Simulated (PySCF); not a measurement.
Radial density of Ni⁺ (nickel, charge +1)

UHF, [Ar] 3d9, 2D determinant. All numbers are calculated (PySCF 2.14, the spin-free X2C one-electron Hamiltonian (Gaussian nucleus), in jorge-DZP-DKH (8s6p2d1f, 43 functions)).

```
r (bohr)  4πr²ρ (e/bohr)  4πr²(ρα − ρβ)
0.000858          0.2060         0.0000
 0.00144          0.5353         0.0000
 0.00243           1.303         0.0000
 0.00408           3.103        -0.0001
 0.00687           7.034        -0.0002
  0.0116           14.49        -0.0004
  0.0194           25.29        -0.0006
  0.0327           33.58        -0.0009
  0.0550           30.64        -0.0011
  0.0925           27.23         0.0015
   0.156           37.84         0.0491
   0.262           27.04         0.2874
   0.440           16.51         0.8247
   0.740           19.71         1.0012
    1.25           7.072         0.4659
    2.09           1.116         0.0778
    3.52         0.01674         0.0012
```

Densities and radii are taken from the X2C orbitals without a picture-change correction, which distorts them close to the nucleus.
